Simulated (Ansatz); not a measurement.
C₂H₈S₂Sn, SMILES `[CH3][Sn]([CH3])([SH])[SH]`. The species carries charge 0 and has multiplicity 1. Sn takes the def2 core potential. All single points use the PBE0-D4/def2-TZVP geometry. It is one conformer, not always the lowest.

```xyz
13

C    -1.136   -1.363    0.948
Sn   -0.082    0.077   -0.219
C     1.729    0.808    0.637
S     0.558   -0.827   -2.362
S    -1.662    1.862   -0.588
H    -1.416   -0.927    1.908
H    -0.499   -2.232    1.114
H    -2.035   -1.672    0.416
H     2.177    1.540   -0.035
H     1.513    1.281    1.594
H     2.426   -0.018    0.787
H    -0.713   -1.028   -2.746
H    -0.860    2.500   -1.455
```

**Question.** What is the dipole moment at ωB97M-V/def2-TZVPP? (An estimate is asked.)

**Answer.** The calculation gave: 1.83 D, with components (0.61, -0.57, 1.63) D in this frame, pointing from negative to positive charge.

**Question.** And with PBE, r2SCAN, B3LYP? (Estimate.)

**Answer.** Ansatz gave: PBE 1.81 D, r2SCAN 1.87 D, B3LYP 1.84 D.

**Question.** Give the Mulliken charges with ωB97M-V, PBE, B3LYP in def2-TZVPP. (Estimate.)

**Answer.** Ansatz gave: 
```csv
atom,ωB97M-V,PBE,B3LYP
C1,-0.60,-0.56,-0.57
Sn2,0.78,0.87,0.95
C3,-0.60,-0.56,-0.57
S4,-0.36,-0.39,-0.40
S5,-0.36,-0.39,-0.40
H6,0.15,0.13,0.13
H7,0.15,0.13,0.13
H8,0.15,0.13,0.13
H9,0.15,0.13,0.13
H10,0.15,0.13,0.13
H11,0.15,0.13,0.13
H12,0.13,0.12,0.11
H13,0.13,0.12,0.11
```

B3LYP here is the variant with VWN-RPA as its local correlation; programs differ in this.
